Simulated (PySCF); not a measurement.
## Atomic charges against the basis set

Compound: C₅H₄F₂.
Bonds: F1–C2, C2–F3, C2–C4, C4–C5 (double), C5–C6, C6–C7 (double), C5–C7. Hydrogens: H8 on C2; H9 on C4; H10 on C6; H11 on C7.

PBE0 throughout (PySCF), one geometry, spherical d and f functions. Isolated species at its PBE0-D3(BJ)/def2-SVP geometry (one conformer only). Atoms taken as equivalent share a column and are averaged. The first 7 of 10 kinds of atom are listed.

Mulliken charges (e):

```
        basis  functions   F1/F3      C2      C4      C5      C6      C7      H8
       STO-3G         39  -0.121  +0.145  -0.165  +0.012  -0.073  -0.076  +0.061
        6-31G         71  -0.325  +0.365  -0.263  -0.051  -0.090  -0.102  +0.157
     pcSseg-0         71  -0.374  +0.466  -0.296  -0.198  -0.134  -0.132  +0.221
       6-31G*        106  -0.336  +0.494  -0.379  +0.142  -0.154  -0.160  +0.129
      cc-pVDZ        118  -0.221  +0.421  -0.248  +0.187  -0.007  -0.016  +0.006
     def2-SVP        118  -0.247  +0.461  -0.206  +0.116  -0.019  -0.035  +0.005
  aug-cc-pVDZ        197  -0.481  +1.087  +0.872  +0.173  +0.399  +0.319  -0.386
6-311+G(2d,p)        213  -0.259  +0.101  -0.570  +0.830  -0.202  -0.176  +0.119
    def2-TZVP        241  -0.200  +0.275  -0.181  -0.051  -0.108  -0.069  +0.050
      cc-pVTZ        266  -0.204  +0.374  -0.233  +0.085  -0.134  -0.098  +0.007
     IGLO-III        285  -0.236  +0.249  -0.046  -0.033  -0.072  -0.056  +0.074
     pcSseg-2        308  -0.283  +0.567  -0.065  -0.016  -0.050  -0.073  -0.019
```

IAO charges (e):

```csv
basis,functions,F1/F3,C2,C4,C5,C6,C7,H8
STO-3G,39,-0.148,+0.183,-0.275,+0.011,-0.093,-0.097,+0.101
6-31G,71,-0.296,+0.388,-0.304,+0.040,-0.104,-0.112,+0.138
pcSseg-0,71,-0.288,+0.389,-0.299,+0.024,-0.098,-0.107,+0.133
6-31G*,106,-0.308,+0.446,-0.315,+0.052,-0.101,-0.107,+0.119
cc-pVDZ,118,-0.308,+0.443,-0.320,+0.053,-0.101,-0.108,+0.123
def2-SVP,118,-0.310,+0.445,-0.313,+0.050,-0.096,-0.103,+0.121
aug-cc-pVDZ,197,-0.321,+0.446,-0.325,+0.056,-0.102,-0.108,+0.132
"6-311+G(2d,p)",213,-0.321,+0.445,-0.325,+0.056,-0.101,-0.107,+0.134
def2-TZVP,241,-0.321,+0.453,-0.325,+0.056,-0.103,-0.108,+0.130
cc-pVTZ,266,-0.319,+0.452,-0.325,+0.056,-0.104,-0.109,+0.129
IGLO-III,285,-0.322,+0.448,-0.326,+0.056,-0.102,-0.109,+0.133
pcSseg-2,308,-0.322,+0.452,-0.326,+0.056,-0.102,-0.108,+0.131
```

Hirshfeld charges (e):

```csv
basis,functions,F1/F3,C2,C4,C5,C6,C7,H8
STO-3G,39,-0.093,+0.162,-0.124,-0.013,-0.001,-0.002,-0.003
6-31G,71,-0.136,+0.143,-0.136,-0.001,-0.003,-0.006,+0.038
pcSseg-0,71,-0.129,+0.140,-0.132,-0.003,0.000,-0.004,+0.032
6-31G*,106,-0.127,+0.135,-0.137,-0.004,-0.002,-0.004,+0.033
cc-pVDZ,118,-0.117,+0.124,-0.141,-0.002,-0.001,-0.002,+0.031
def2-SVP,118,-0.122,+0.130,-0.142,0.000,0.000,-0.002,+0.033
aug-cc-pVDZ,197,-0.127,+0.122,-0.143,-0.004,-0.004,-0.005,+0.041
"6-311+G(2d,p)",213,-0.129,+0.125,-0.141,-0.007,-0.002,-0.004,+0.042
def2-TZVP,241,-0.126,+0.123,-0.141,-0.004,-0.003,-0.004,+0.039
cc-pVTZ,266,-0.123,+0.122,-0.142,-0.002,-0.003,-0.005,+0.037
IGLO-III,285,-0.126,+0.122,-0.142,-0.004,-0.003,-0.005,+0.041
pcSseg-2,308,-0.127,+0.122,-0.141,-0.002,-0.003,-0.005,+0.041
```

Task: Which scheme is steadiest as the basis changes?

Result: Largest range over the bases for any column: Hirshfeld 0.05 e, IAO 0.27 e, Mulliken 1.44 e. Hirshfeld charges move least and Mulliken charges most, counted in e. Without the minimal STO-3G basis the ranges are Hirshfeld 0.02, IAO 0.07, Mulliken 1.44 e.

Task: How much do the charges still move between the two largest bases, IGLO-III and pcSseg-2?

Result: At most, over all atoms: Mulliken 0.318 e, IAO 0.004 e, Hirshfeld 0.002 e.

Task: What do the same runs give for the total energy, the frontier levels and the dipole moment?

Result: 
| basis | energy (Eh) | HOMO (eV) | LUMO (eV) | μ (D) |
| --- | --- | --- | --- | --- |
| STO-3G | -386.8355 | -4.24 | 2.05 | 3.30 |
| 6-31G | -391.9713 | -6.52 | -0.85 | 5.16 |
| pcSseg-0 | -391.1678 | -6.88 | -1.21 | 5.10 |
| 6-31G* | -392.0719 | -6.32 | -0.68 | 4.71 |
| cc-pVDZ | -392.1047 | -6.47 | -0.89 | 4.77 |
| def2-SVP | -391.7924 | -6.59 | -1.01 | 4.84 |
| aug-cc-pVDZ | -392.1345 | -6.66 | -1.22 | 5.08 |
| 6-311+G(2d,p) | -392.2035 | -6.68 | -1.23 | 5.14 |
| def2-TZVP | -392.2430 | -6.64 | -1.14 | 4.99 |
| cc-pVTZ | -392.2253 | -6.60 | -1.07 | 4.92 |
| IGLO-III | -392.2474 | -6.66 | -1.22 | 5.07 |
| pcSseg-2 | -392.2416 | -6.68 | -1.22 | 5.09 |

The dipole is fixed by the density alone, so its range of 1.86 D shows that the density itself changes with the basis, not only its division among atoms.
